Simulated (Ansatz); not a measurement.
`CCCCSSCCCC`, charge 0, multiplicity 1.

(1) Give a relaxed structure at PBE0-D4/def2-TZVP (the Gaussian-basis code of Ansatz). (Best estimate.)

## Answers

(1) The calculation gave: 
Cartesian coordinates in Å:
```
C 0.043 3.721 -2.024
C 0.114 2.497 -1.129
C 0.480 2.846 0.306
C 0.518 1.652 1.246
S 1.920 0.573 0.811
S 1.823 -0.920 2.179
C 0.905 -2.233 1.329
C -0.533 -1.895 0.993
C -1.296 -3.053 0.358
C -0.777 -3.462 -1.011
H -0.703 4.434 -1.661
H -0.226 3.453 -3.048
H 1.005 4.240 -2.058
H -0.851 1.977 -1.133
H 0.843 1.786 -1.531
H 1.449 3.360 0.328
H -0.251 3.561 0.702
H -0.408 1.077 1.183
H 0.657 1.971 2.280
H 0.955 -3.073 2.032
H 1.473 -2.516 0.441
H -1.042 -1.574 1.907
H -0.540 -1.041 0.307
H -1.276 -3.916 1.034
H -2.348 -2.764 0.271
H -0.771 -2.609 -1.697
H -1.404 -4.239 -1.453
H 0.241 -3.853 -0.964
```
This is one stationary point; other conformers may exist.
